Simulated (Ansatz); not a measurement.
GaH$_{6}$NSi, SMILES `[NH2][GaH][SiH3]`, one more setting.

```yaml
crystal:
  periodic: [false, false, false]
  atoms:
    - {symbol: N, position_ang: [-0.520302, 0.548591, -1.821970]}
    - {symbol: Ga, position_ang: [0.688192, 0.484799, -0.467237]}
    - {symbol: Si, position_ang: [0.020913, -0.660177, 1.536781]}
    - {symbol: H, position_ang: [-0.353351, 0.998988, -2.706171]}
    - {symbol: H, position_ang: [-1.437274, 0.137446, -1.778359]}
    - {symbol: H, position_ang: [2.056287, 1.193109, -0.753952]}
    - {symbol: H, position_ang: [0.935081, -1.799766, 1.830533]}
    - {symbol: H, position_ang: [-1.362438, -1.203262, 1.430253]}
    - {symbol: H, position_ang: [0.061192, 0.253972, 2.712922]}
basis:
  gaussian: {orbitals: pcseg-2}
magnetization: {spin_polarized: true, initial_magnetization: 2}
hamiltonian: {xc: {name: revPBE0}}
```

```sh
$ ansatz run in.yaml --threads 2 --pin off --events-out ev --progress --plain --max-ram 4352MiB
```

It prints (some lines left out):

```
Functional definition: revPBE0
1163 factors; their error is unknown
mean field evaluation 1: about -61826.8814 eV, gradient 4.7e1 eV
mean field evaluation 2: about -61781.3068 eV, gradient 8.6e1 eV
mean field evaluation 4: about -61834.7731 eV, gradient 7.9e0 eV
mean field evaluation 8: about -61835.1029 eV, gradient 1.4e-1 eV
mean field evaluation 16: about -61835.4151 eV, gradient 8.8e-3 eV
mean field -61835.49315687 eV, -2272.4124599124 hartree, gradient 1.6e-5 eV, S^2 2.006775; 2 other end points of the search recorded, 0 dependent functions left out
reference -61835.49321763 eV, -2272.4124621454 hartree; 30, 28 occupied and 161, 163 virtual orbitals, 1163 factors
Total energy: -61835.49321763 eV, -2272.4124621454 hartree
```

It took 21 s on 2 threads of an Arm Neoverse V2 on a shared host, with 0.57 GiB of host memory at the peak.
